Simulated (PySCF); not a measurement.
## Correlation energy of Cl²⁺ (chlorine, charge +2)

[Ne] 3s2 3p3, high-spin 4S determinant. Calculation: PySCF 2.14, in x2c-TZVPall (5s5p2d1f, 37 functions); scalar relativity by spin-free X2C-1e. Frozen: [Ne]; 5 electrons correlated.

MP2 pair energies summed by pair of shells (mhartree):

| pair | energy | share (%) |
| --- | --- | --- |
| 3s-3p | -61.78 | 66.4 |
| 3p-3p | -21.82 | 23.5 |
| 3s-3s | -9.39 | 10.1 |

Total MP2 correlation energy: -93.00 mhartree.

Same-spin part -24.97 and opposite-spin part -68.03 mhartree; SCS-MP2 scales them by 1/3 and 6/5 to -89.96 mhartree.

| level | correlation energy (mhartree) |
| --- | --- |
| CCSD | -114.51 |
| (T) | -3.23 |
| CCSD(T) | -117.74 |

Diagnostics: T1 = 0.0024, D1 = 0.0063, largest double amplitude 0.063.

Task: Is a single reference adequate?

Result: Yes: T1 lies below 0.03 and no double amplitude reaches 0.07.
